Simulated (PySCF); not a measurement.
An unknown is described by computed data only.

Elements present: C, H, O and Si. Monoisotopic mass: 148.0196 u.

* 1H NMR: chemical shifts (computed TMS as zero) by class: 5.23 (1 H), 5.14 (1 H), 5.12 (3 H), 2.61 (1 H), 2.30 (1 H), 1.86 (1 H), 0.82 (1 H), 0.72 (1 H), 0.55 (1 H), 0.12 (1 H) ppm [GIAO PBE0/pcSseg-1]
* Dipole: 0.70 D [PBE0/pcSseg-1]
* 13C NMR: chemical shifts (computed TMS as zero) by class: 23.0 (1 C), 2.9 (1 C), 2.9 (1 C) ppm [GIAO PBE0/pcSseg-1]
* NMR, other nuclei: isotropic shieldings of nuclei other than C and H, by class: 329 (1 O), 376 (1 Si), 394 (1 Si), 497 (1 Si) ppm [GIAO PBE0/pcSseg-1]
* Rotational structure: rotational constants A, B, C: 5.012, 0.472, 0.450 GHz [GFN2-xTB]

Electronic properties: PySCF, gas phase, density fitting. Levels stand in brackets. Isolated species at its GFN2-xTB geometry (one conformer only). NMR values are class means; diastereotopic atoms form classes of their own.

**Question.** Which formula fits the mass and the elements?

**Answer.** C3H12OSi3 (calculated 148.0196). No other formula that holds each of these elements comes within 0.0003 u with a fitting electron parity and a possible valence count.

**Question.** Give a SMILES that accounts for the data.

**Answer.** Numbering: `[SiH3:1][O:2][SiH2:3][CH2:4][C@H:5]1[CH2:6][SiH2:7]1`. Its formula, C3H12OSi3, gives 1 degree of unsaturation: 1 ring and 0 π bonds in the structure found. 3 carbons fall into 3 classes; from least to most shielded: chain sp3 carbon bound to silicon [C4] (23.0 ppm), ring sp3 carbon bound to silicon [C5] (2.9 ppm), ring sp3 carbon bound to silicon [C6] (2.9 ppm). Hydrogen classes from least to most shielded: 1 H on an oxygen-bound silicon, Si3 (5.23 ppm), 1 H on an oxygen-bound silicon, Si3 (5.14 ppm), 3 H on an oxygen-bound silicon, Si1 (5.12 ppm), 1 H on an SiH2 silicon, Si7 (2.61 ppm), 1 H on an SiH2 silicon, Si7 (2.30 ppm), 1 H on an sp3 carbon bound to silicon, C4 (1.86 ppm), 1 H on an sp3 carbon bound to silicon, C5 (0.82 ppm), 1 H on an sp3 carbon bound to silicon, C6 (0.72 ppm), 1 H on an sp3 carbon bound to silicon, C4 (0.55 ppm), 1 H on an sp3 carbon bound to silicon, C6 (0.12 ppm). The other shieldings belong to: 329 ppm, siloxane oxygen [O2]; 376 ppm, oxygen-bound silicon [Si3]; 394 ppm, oxygen-bound silicon [Si1]; 497 ppm, SiH2 silicon [Si7]. The optimised geometry has point group C1 and is an asymmetric top. Structure: `[SiH3]O[SiH2]C[C@H]1C[SiH2]1`. Computed isomers that give other values at the same levels: `[SiH3][SiH2]O[SiH2]C1CC1` (13C chemical shifts (computed TMS as zero) by class: 3.5 (2 C), -2.2 (1 C) ppm); `O=C[SiH2]C[SiH2]C[SiH3]` (13C chemical shifts (computed TMS as zero) by class: 253.0 (1 C), -11.6 (1 C), -14.6 (1 C) ppm); `C[Si]1(O[SiH3])C[SiH2]C1` (13C chemical shifts (computed TMS as zero) by class: 5.9 (2 C), 4.7 (1 C) ppm). The assignments are read from this structure; whether some other isomer fits the data as well wasn't checked. The mirror image fits equally.

The values belong to the conformer `[SiH3:1][O:2][SiH2:3][CH2:4][C@H:5]1[CH2:6][SiH2:7]1`: O2–Si3–C4–C5 -179°, Si3–C4–C5–C6 74°.
